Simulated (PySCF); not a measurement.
## F²⁺ (fluorine, charge +2): UHF calculation

Configuration: [He] 2s1 2p4, high-spin 4P determinant (an excited configuration). Computed with PySCF 2.14 in aug-cc-pVQZ with one added diffuse shell each of s, p, d, f, g type (7s6p5d4f3g, 105 functions), with the non-relativistic Hamiltonian (point nucleus).

```json
{"Total energy": "-96.919823 hartree", "One-electron energy": "-125.5807 hartree", "Hartree (Coulomb) energy": "37.8526 hartree", "Exchange energy": "-9.1918 hartree", "Kinetic energy": "96.91944 hartree", "⟨S²⟩": "3.7530", "⟨L²⟩": "2.004", "Sum of ⟨r⟩": "4.838 bohr", "Sum of ⟨r²⟩": "5.063 bohr²", "Traceless quadrupole moment −½Σ⟨3z² − r²⟩ along its main axis": "-0.420 e·bohr²", "Density at the nucleus (Gaussians lack the cusp)": "431 bohr⁻³", "Spin density at the nucleus": "13.8 bohr⁻³", "Langevin diamagnetic susceptibility": "-4.01 ×10⁻⁶ cm³/mol"}
```

```
shell  electrons  mean orbital energy (hartree)  spread (hartree)  rms radius, mean of both spins (bohr)
 1s α          1                      -28.15723                 0                                  0.204
 1s β          1                      -27.93026                 0                                  0.204
 2s α          1                       -3.23889                 0                                  0.982
 2p α          3                       -2.33687           0.12244                                   1.00
 2p β          1                       -1.92202                 0                                   1.00
```

Spin-orbit constants ζ (cm⁻¹) from the X2C one-electron operator on these orbitals (non-relativistic here): bare nucleus, nucleus screened by l(l+1)(2l+1)/3 electrons, and screened by the Breit-Pauli mean field of the electrons.

```tsv
shell	bare	screened nucleus	mean field
2p	535.7	416.6	368.3
```

To first order the Landé constant is A = -122.8 cm⁻¹, so the lowest level has J = 5/2 and lies 0.0228 eV below the centre of the term. This holds in LS coupling only.
